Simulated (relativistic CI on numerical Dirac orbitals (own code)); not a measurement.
# L2,3 absorption of nickel in several valence states

Computed multiplet spectra 2p⁶3dⁿ → 2p⁵3dⁿ⁺¹ (Dirac-Coulomb-Breit ions, Slater integrals scaled by 0.9, an assumed crystal field that grows with the charge, no charge transfer; 300 K; Lorentzian 0.4 eV and Gaussian 0.3 eV FWHM at both edges, so that L2 comes out sharper than in experiment). Peaks over 5 % are given in eV from the highest peak in the L3 region of each spectrum (height, largest 100). S of the lowest state is read from ⟨S²⟩, and the branching ratio is the share of L3, cut at the minimum between the edges.

Field parameters in Wybourne normalisation: Td as Oh with Dq negative (B⁴₀ = 21Dq, B⁴₄ = √(5/14) B⁴₀). The field is a parameter set, without covalency.

- Ni³⁺ (d7, Td, 10Dq = -6800 cm⁻¹): S = 1.50, high spin, branching ratio 0.76; peaks -0.8 (49), 0.0 (100), 0.7 (95), 1.4 (85), 1.8 (85), 2.6 (49), 3.8 (24), 5.4 (14), 17.2 (14), 18.0 (31), 18.7 (57), 21.2 (12), 22.3 (9)
- Ni⁴⁺ (d6, Td, 10Dq = -8300 cm⁻¹): S = 2.00, high spin, branching ratio 0.76; peaks -4.0 (9), -0.9 (94), 0.0 (100), 1.2 (65), 3.4 (33), 5.5 (15), 15.1 (12), 16.3 (24), 17.1 (25), 17.6 (26), 18.4 (28), 20.2 (10), 21.5 (9), 22.3 (7)

Question: What spin state follows for Ni²⁺ in Td, 10Dq = -5250 cm⁻¹, and does its branching ratio lie nearer 2/3 or nearer 0.8?

Answer: Ni²⁺ (d8, Td, 10Dq = -5250 cm⁻¹): S = 1.00, branching ratio 0.91; peaks 0.0 (100), 0.6 (89), 2.8 (23), 18.4 (7), 19.0 (15). High-spin states, above all those with an unquenched orbital moment, raise the ratio above the statistical 2/3; low spin and nearly empty shells keep it near or below 2/3.

The centroid of the whole edge, which also moves with the branching ratio, lies at 856.6 (Ni²⁺), 862.3 (Ni³⁺), 865.8 (Ni⁴⁺) eV in this ionic model, in steps of 3.5 to 5.7 eV. Compounds show about 1 to 2 eV a unit and lower energies for the high valences, since ligands screen the charge. The multiplet shape follows the d count and the spin state, and so serves as a fingerprint of valence.
